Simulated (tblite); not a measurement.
C₆H₉O₂P.
Structure used (GFN2-xTB), in Å, numbered top down from 1:
```
atom  x, y, z in Å
C1     2.7468    0.4390   -0.7367
C2     1.4241   -0.1624   -1.0612
O3     1.0411   -0.5093   -2.1444
P4     0.3450   -0.3562    0.4698
O5     1.1008   -0.7955    1.6512
C6    -0.6225    1.1749    0.5510
C7    -1.7966    1.0176   -0.0462
C8    -2.0930   -0.3182   -0.6584
C9    -1.1058   -1.3398   -0.0892
H10    3.3807    0.5351   -1.6151
H11    2.5779    1.4135   -0.2767
H12    3.2226   -0.1887    0.0169
H13   -0.2700    2.0764    1.0233
H14   -2.5356    1.8008   -0.1327
H15   -3.1290   -0.6090   -0.4724
H16   -1.9648   -0.2345   -1.7411
H17   -0.8241   -2.1028   -0.8142
H18   -1.5065   -1.8348    0.7996
```

Calculated harmonic vibrations of the isolated species, GFN2-xTB (tblite), most abundant isotopes, no scaling. This tight-binding method is rough: wavenumbers can miss measured ones by several per cent, in bad cases by 10 to 20. One conformer, not necessarily the lowest.

Harmonic wavenumbers (cm⁻¹): 30.7, 70.2, 104.3, 121.2, 162.2, 232.4, 243.1, 324.1, 356.4, 435.7, 445.2, 505.9, 606.6, 637.4, 717.5, 745.6, 759.9, 824.7, 883.7, 941.3, 949.2, 951.7, 961.6, 1032.5, 1087.6, 1098.3, 1114.9, 1159.0, 1215.1, 1248.9, 1277.1, 1302.3, 1348.8, 1417.9, 1420.7, 1426.7, 1459.3, 1647.5, 1771.5, 2947.6, 2958.1, 2979.3, 2992.9, 2993.4, 3010.5, 3039.1, 3072.8, 3100.6.

A = 2097, B = 1247, C = 1071 MHz; mass 144.034 u (most abundant isotopes); point group C1, symmetry number 1.

Problem. What is the zero-point energy?

Solution. Half the sum of the wavenumbers: 30067 cm⁻¹ = 85.97 kcal/mol.

Problem. What is S at 500 K and 1 bar for an ideal gas of classical rigid rotors and harmonic oscillators?

Solution. Translation 43.40, rotation 30.67, vibration 50.29: S = 124.4 cal/(mol K).

Problem. And Cp and H(500 K) − H(0)?

Solution. Cp = 55.91 cal/(mol K), of which vibrations give 47.96 (their classical limit is 48 R = 95.4); H(500 K) − H(0) = 16.58 kcal/mol without the zero-point energy, 12.60 from vibrations.

Problem. Blend soft modes into free rotors: weight 1/[1 + (100 cm⁻¹/ν̃)⁴] for the oscillator and the rest for a rotor with moment μB/(μ + B), μ = h/(8π²ν), B = 10⁻⁴⁴ kg m². What vibrational entropy results?

Solution. 46.01 cal/(mol K) in place of 50.29, which changes −T·S at 500 K by +2.14 kcal/mol.

Problem. Which modes carry the vibrational entropy at 500 K?

Solution. 30.7 cm⁻¹: 6.81; 70.2 cm⁻¹: 5.17; 104.3 cm⁻¹: 4.39; 121.2 cm⁻¹: 4.09; 162.2 cm⁻¹: 3.52; 232.4 cm⁻¹: 2.82 cal/(mol K); the other 42 give 23.50 together.

Problem. What must be added to the electronic energy to get the Gibbs energy at 500 K and 1 bar?

Solution. ZPE + [H(500 K) − H(0)] − T·S = 85.97 + 16.58 − 62.18 = 40.37 kcal/mol.

Hindered rotation and anharmonicity are outside this model. Other conformers, if any are populated, would add a mixing term that is left out. The structure is chiral; the term R ln 2 for an equal mix with its mirror image is left out.

Time: 0.72 s. Hardware: Arm Neoverse V1, one thread, on a shared host. The figure is for the frequency step alone.
